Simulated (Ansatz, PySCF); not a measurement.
Al(Cl)(OH)(SMe) (CH4AlClOS), SMILES C[S][Al]([OH])[Cl]. Atoms are numbered in the order given.

```xyz
9

Al     0.2051     0.3237     0.3104
Cl     0.3621    -0.4156     2.2727
O      0.7198     1.8889    -0.1022
H      1.1071     2.5421     0.4869
S     -0.6291    -0.9112    -1.2554
C     -0.5070     0.2426    -2.6997
H     -0.0684     1.2067    -2.4131
H     -1.5173     0.4026    -3.0993
H      0.1181    -0.2319    -3.4679
```

Geometry optimised at B3LYP-D3(BJ)/def2-SVP. The structure was generated by enumeration; whether it is a known compound was not checked. One conformer was computed; it need not be the lowest.

Two levels are set side by side: PBE-D3(BJ)/def2-SVP (Ansatz, a first-principles code) and B3LYP-D3(BJ)/def2-SVP (Ansatz). Each level has its own optimised geometry; the coordinates shown are those of the second. Frequencies come from the Hessian of PySCF at each geometry. Differences are taken from unrounded values.

```tsv
quantity	B3LYP-D3(BJ)
mean bond length (Å)	1.509
bond Al1–Cl2 (Å)	2.103
bond Al1–O3 (Å)	1.698
bond Al1–S5 (Å)	2.162
bond S5–C6 (Å)	1.853
bond O3–H4 (Å)	0.961
bond C6–H7 (Å)	1.097
bond C6–H8 (Å)	1.098
bond C6–H9 (Å)	1.098
highest harmonic wavenumber (cm⁻¹)	3927
mean harmonic wavenumber (cm⁻¹)	1137
zero-point energy (kcal/mol)	34.14
```

What does PBE-D3(BJ) give, and how far is it from B3LYP-D3(BJ)? (An estimate is asked for; the answer gives what the named calculation found.)


| quantity | PBE-D3(BJ) | PBE-D3(BJ) minus B3LYP-D3(BJ) |
|---|---|---|
| mean bond length (Å) | 1.517 | 0.008 |
| bond Al1–Cl2 (Å) | 2.111 | 0.008 |
| bond Al1–O3 (Å) | 1.715 | 0.016 |
| bond Al1–S5 (Å) | 2.171 | 0.009 |
| bond S5–C6 (Å) | 1.852 | -0.001 |
| bond O3–H4 (Å) | 0.970 | 0.009 |
| bond C6–H7 (Å) | 1.106 | 0.008 |
| bond C6–H8 (Å) | 1.106 | 0.008 |
| bond C6–H9 (Å) | 1.106 | 0.008 |
| highest harmonic wavenumber (cm⁻¹) | 3816 | -111 |
| mean harmonic wavenumber (cm⁻¹) | 1108 | -29 |
| zero-point energy (kcal/mol) | 33.28 | -0.86 |

Exact exchange shortens and stiffens bonds; PBE has none. Differences between two approximate levels are no errors against the true value.
